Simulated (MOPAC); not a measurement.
Job for MOPAC: PM3 on ClHPb (SMILES [Cl][PbH]), a point of a bond scan (R = 2.743 Å).

```
PM3 1SCF PRECISE CHARGE=0 THREADS=1
ClHPb

Pb    -0.21816163 1    -0.21253453 1     0.29359630 1
H     -1.37766248 1    -0.88691623 1    -0.99885930 1
Cl     1.26849900 1     1.20632534 1    -1.52251500 1
```

Program output:

```
*******************************************************************************
 **                                                                           **
 **                              MOPAC v23.2.5                                **
 **                                                                           **
 *******************************************************************************
 ** MOPAC's Digital Object Identifier: https://doi.org/10.5281/zenodo.6511958 **
 **                                                                           **
 ** Please cite the open-source release paper for use of this MOPAC version:  **
 ** J. E. Moussa and J. J. P. Stewart (2026)                                  **
 ** MOPAC: An open-source semiempirical molecular orbital program             **
 ** J. Open Source Softw., 11(119), 8025, https://doi.org/10.21105/joss.08025 **
 *******************************************************************************

                              PM3 CALCULATION RESULTS

 *******************************************************************************
 *  PM3        - The PM3 Hamiltonian to be used
 *
 *
 *
 *                 CHARGE ON SYSTEM = 0
 *
 *
 *
 *  PRECISE    - TIGHTER CRITERIA TO BE USED
 *  1SCF       - DO 1 SCF AND THEN STOP
 *  THREADS=1  - MULTI-THREADING NOT USED
 *  T=         - A TIME OF 172800.0 SECONDS REQUESTED
 *  DUMP=N     - RESTART FILE WRITTEN EVERY 7200.0 SECONDS REQUESTED
 *******************************************************************************
PM3 1SCF PRECISE CHARGE=0 THREADS=1
 ClHPb

   ATOM   CHEMICAL          X               Y               Z
  NUMBER   SYMBOL      (ANGSTROMS)     (ANGSTROMS)     (ANGSTROMS)

     1      Pb         -0.21816163  *  -0.21253453  *   0.29359630  *
     2       H         -1.37766248  *  -0.88691623  *  -0.99885930  *
     3      Cl          1.26849900  *   1.20632534  *  -1.52251500  *



          CARTESIAN COORDINATES

    NO.       ATOM           X           Y           Z

     1        Pb         -0.2182     -0.2125      0.2936
     2         H         -1.3777     -0.8869     -0.9989
     3        Cl          1.2685      1.2063     -1.5225

  H: (PM3): J. J. P. STEWART, J. COMP. CHEM. 10, 209 (1989).
 Cl: (PM3): J. J. P. STEWART, J. COMP. CHEM. 10, 209 (1989).
 Pb: (PM3): J. J. P. STEWART, J. COMP. CHEM. 12, 320-341 (1991).

           Empirical Formula: H Pb Cl  =     3 atoms



      MOLECULAR POINT GROUP   :   Cs


      RHF CALCULATION, NO. OF DOUBLY OCCUPIED LEVELS = 6


 -------------------------------------------------------------------------------
 PM3 1SCF PRECISE CHARGE=0 THREADS=1
 ClHPb



     1SCF WAS SPECIFIED, SO BFGS WAS NOT USED
     SCF FIELD WAS ACHIEVED


                              PM3 CALCULATION
                                                       MOPAC v23.2.5 Linux




          FINAL HEAT OF FORMATION =         16.66783 KCAL/MOL =      69.73820 KJ/MOL


          COSMO AREA              =        101.29 SQUARE ANGSTROMS
          COSMO VOLUME            =         86.57 CUBIC ANGSTROMS

          IONIZATION POTENTIAL    =          9.355228 EV
          HOMO LUMO ENERGIES (EV) =         -9.355 -2.807
          NO. OF FILLED LEVELS    =          6
          MOLECULAR WEIGHT        =        243.6609         POINT GROUP:  Cs

          MOLECULAR DIMENSIONS (Angstroms)

            Atom       Atom       Distance
           Cl     3    H     2     3.41439
            H     2   Pb     1     1.49300
           Cl     3   Pb     1     0.00000


          SCF CALCULATIONS        =          1





   ATOM   CHEMICAL          X               Y               Z
  NUMBER   SYMBOL      (ANGSTROMS)     (ANGSTROMS)     (ANGSTROMS)

     1      Pb         -0.21816163  *  -0.21253453  *   0.29359630  *
     2       H         -1.37766248  *  -0.88691623  *  -0.99885930  *
     3      Cl          1.26849900  *   1.20632534  *  -1.52251500  *

                             CARTESIAN COORDINATES

   1   Pb       -0.218161630    -0.212534530     0.293596300
   2    H       -1.377662480    -0.886916230    -0.998859300
   3   Cl        1.268499000     1.206325340    -1.522515000


           Empirical Formula: H Pb Cl  =     3 atoms



      MOLECULAR POINT GROUP   :   Cs


                  EIGENVALUES
 -53.27575 -14.22696 -10.67480 -10.13129 -10.06374  -9.35523  -2.80696  -1.47869
  -0.40093


              NET ATOMIC CHARGES AND DIPOLE CONTRIBUTIONS

  ATOM NO.   TYPE          CHARGE      No. of ELECS.   s-Pop       p-Pop
    1         Pb           0.657886        3.3421     1.88513     1.45698
    2          H          -0.200476        1.2005     1.20048
    3         Cl          -0.457411        7.4574     1.98872     5.46869
 DIPOLE           X         Y         Z       TOTAL
 POINT-CHG.    -2.150    -2.468     5.235     6.174
 HYBRID        -0.689    -0.283    -1.505     1.680
 SUM           -2.839    -2.751     3.729     5.435


          ATOMIC ORBITAL ELECTRON POPULATIONS

     Atom    s        px        py        pz
    1 Pb   1.88513   0.44666   0.25127   0.75906
    2  H   1.20048
    3 Cl   1.98872   1.83748   1.83504   1.79617

 **********************
 *                    *
 * JOB ENDED NORMALLY *
 *                    *
 **********************




 == MOPAC DONE ==
```

The run finished.

Cost: roughly 0.020 core-seconds.
